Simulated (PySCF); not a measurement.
## How the method changes the constants of CuO⁻

State: ¹Σ⁺ (singlet), closed shell. Set-up: Cu def2-TZVPPD, O def2-TZVPPD; no relativity (PySCF 2.14). De refers to Cu (3d10 4s1) + O⁻ in their high-spin ground configurations, without counterpoise correction. A positive dipole points towards O; it is taken about the centre of mass and depends on that origin. Levels whose curve was spin-contaminated or gave no clean fit are not listed.

| Level | Re (Å) | ωe (cm⁻¹) | De (eV) | μ (D) | CPU s a point (SCF and correlation, without the integrals) |
| --- | --- | --- | --- | --- | --- |
| RHF-CCSD | 1.702 | 644 | n/a | n/a | n/a |
| RHF-CCSD(T) | 1.696 | 662 | n/a | n/a | 130 |
| LDA | 1.657 | 773 | 4.21 | -4.26 | 2 |
| PBE | 1.693 | 714 | 3.36 | -4.33 | 2.7 |
| r²SCAN | 1.670 | 759 | 3.21 | -4.24 | 3.9 |
| TPSSh | 1.686 | 729 | 2.90 | -4.69 | 5.8 |
| B3LYP | 1.700 | 698 | 2.61 | -4.98 | 5 |
| PBE0 | 1.687 | 719 | 2.54 | -5.12 | 7.1 |
| r²SCAN0 | 1.671 | 748 | n/a | -5.02 | 6 |
| M06 | 1.689 | 717 | 2.68 | -4.89 | 6 |
| ωB97M-V | 1.687 | 728 | 2.58 | -5.72 | 15 |

(1) What does a quarter of exact exchange do here, going from PBE to PBE0?

(2) What does the step from GGA to meta-GGA do here, going from PBE to r²SCAN?

(3) What does a quarter of exact exchange do here, going from r²SCAN to r²SCAN0?

Correlated steps freeze 6 core orbitals. For an ion De counts to the pair picked by the measured ionisation energies or electron affinities, which need not be the lowest pair at this level. The highest Kohn–Sham level is positive in this anion. Much of that is self-interaction error, but it also means that the finite basis helps to hold the extra electron. The CCSD T1 diagnostic is raised, a sign that a single reference may not be enough here.

The whole job (state search and all levels along the bond) took about 17 min on 2 threads of Arm Neoverse V1 (shared host), peak memory 3.8 GiB.

## Answers

(1) PBE0 less PBE: -0.6 pm in Re, +0.7 % in ωe, -0.82 eV in De. Exact exchange removes part of the self-interaction that spreads semilocal densities, and in most molecules shortens and stiffens the bond and lowers De; so it does here.

(2) r²SCAN less PBE: -2.3 pm in Re, +6.3 % in ωe, -0.15 eV in De. 

(3) r²SCAN0 less r²SCAN: +0.1 pm in Re, -1.4 % in ωe. Exact exchange removes part of the self-interaction that spreads semilocal densities, and in most molecules shortens and stiffens the bond and lowers De; here ωe goes the other way.
